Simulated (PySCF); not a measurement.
CH5Si, charge +1, multiplicity 1. Atoms are numbered in the order given.

```xyz
7

C     -1.1758    -0.0102     0.0000
Si     0.6365    -0.0061     0.0000
H     -1.5849    -0.4698    -0.9017
H     -1.5849    -0.4698     0.9017
H     -1.4942     1.0462     0.0000
H      1.4038     0.0202    -1.2527
H      1.4038     0.0202     1.2527
```
Charge +1, spin multiplicity 1.

Geometry: B3LYP-D3(BJ)/def2-TZVP. The multiplicity is an assumed one; other spin states were not compared. The isomer is the one that the SMILES or the coordinates give; other isomers of the formula were not compared.

The numbers are results of HF/pcSseg-2 (PySCF), not measurements.

GIAO shieldings, no solvent; atoms alike by connectivity are averaged. δ = σ(ref) − σ: ¹³C against TMS (σ = 193.3 ppm); ²⁹Si against TMS (σ = 383.2 ppm); ¹H against TMS (σ = 31.98 ppm), references at their B3LYP-D3(BJ)/def2-TZVP geometries, non-relativistic.

```tsv
atoms	nucleus	count	δ (ppm)
C1	¹³C	1	9.1
Si2	²⁹Si	1	?
H6, H7	¹H	2	7.59
H3, H4, H5	¹H	3	?
```

Q: Complete the blanks. (The exact figures need the calculation; the answer reports its results.)

A: 
- H3, H4, H5, δ (ppm): 2.43
- Si2, δ (ppm): 309.5
